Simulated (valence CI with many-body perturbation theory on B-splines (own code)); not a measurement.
## Valence orbitals of I²²⁺

Level of theory: valence CI with perturbative core correlation (CI+MBPT): three valence electrons over a frozen Dirac-Fock core [Ar] 3d10, a basis of 11 s, 11 p, 9 d, 7 f, 5 g, 2 h, 1 i functions for each j, with the one-electron correlation potential Σ1 (screened to all orders), the two-electron term Σ2, the three-electron term Σ3, Breit, model QED; selected single and double excitations, second order for the rest (own B-spline code, finite nucleus).

No measured spectrum was set against this ion. As an estimate, levels hold to about 250 cm⁻¹ or 0.2 % of their energy and the worst to 1 %, as in measured heavy ions of charge 2 to 7; those with d or f electrons hold less well.

These are the spectroscopic orbitals of the CI (the correlating ones are not listed), shaped by the core and the other valence electrons. h is the expectation value of the core's Dirac-Fock operator, without the valence repulsion; Σ1 is computed up to l = 3 at one energy for each symmetry, that of its lowest orbital but kept below the first core excitation, so for empty shells it is not the orbital's own correlation shift; Breit and QED include the response of the core.

```csv
Orbital,h (hartree),Σ1 (cm⁻¹),Breit (cm⁻¹),QED (cm⁻¹),⟨r⟩ (bohr)
4s1/2,-29.386,-12308,3019,2288,0.6599
5s1/2,-17.078,-4218,1293,990,1.139
6s1/2,-11.18,-1982,657,509,1.754
7s1/2,-7.8913,-1111,384,298,2.496
4p1/2,-27.509,-12358,4699,-82.5,0.6688
5p1/2,-16.198,-4306,2020,-34.4,1.170
6p1/2,-10.704,-2091,1063,-17.9,1.799
7p1/2,-7.6052,-1190,630,-10.5,2.558
4p3/2,-26.901,-11444,2937,144,0.6852
5p3/2,-15.925,-4087,1266,63.1,1.191
6p3/2,-10.558,-2005,700,33.6,1.825
7p3/2,-7.5175,-1148,416,20.1,2.588
4d3/2,-23.845,-11732,1761,-132,0.6959
5d3/2,-14.516,-4360,803,-57.8,1.233
6d3/2,-9.7931,-2201,438,-31.1,1.896
4d5/2,-23.723,-11446,999,-60.5,0.7003
5d5/2,-14.46,-4261,441,-25.7,1.239
6d5/2,-9.7616,-2152,240,-13.6,1.903
4f5/2,-20.489,-10744,419,-51.5,0.6840
5f5/2,-13.046,-3694,207,-27.1,1.256
4f7/2,-20.472,-10560,51.2,-34.2,0.6851
5f7/2,-13.035,-3622,25.0,-17.9,1.257
5g7/2,-12.491,,6.3,-3.5,1.171
5g9/2,-12.487,,-9.5,0.2,1.171
```

Among the shells of the start configuration 4s2 4p1, Σ1 is largest in size for 4p1/2, where it is 0.20 % of h.

Lowest root of each symmetry, sizes in configuration state functions:

| J | Parity | Roots | Reference | Variational | Second order | Change by selected CI (cm⁻¹) | Change by second order (cm⁻¹) |
| --- | --- | --- | --- | --- | --- | --- | --- |
| 1/2 | even | 9 | 58 | 7053 | 9249 | -1083 | 0 |
| 3/2 | even | 13 | 90 | 12245 | 24740 | -649 | -1 |
| 5/2 | even | 12 | 92 | 14403 | 29266 | -1084 | -1 |
| 7/2 | even | 7 | 68 | 13697 | 28403 | -1780 | -3 |
| 9/2 | even | 4 | 45 | 9885 | 26547 | -2126 | -3 |
| 1/2 | odd | 7 | 47 | 6742 | 15356 | -2006 | 0 |
| 3/2 | odd | 12 | 77 | 11518 | 19960 | -1957 | -1 |
| 5/2 | odd | 10 | 77 | 12905 | 27871 | -1568 | -1 |
| 7/2 | odd | 6 | 60 | 11306 | 32652 | -1434 | -2 |
| 9/2 | odd | 2 | 33 | 8120 | 30351 | -1040 | -4 |
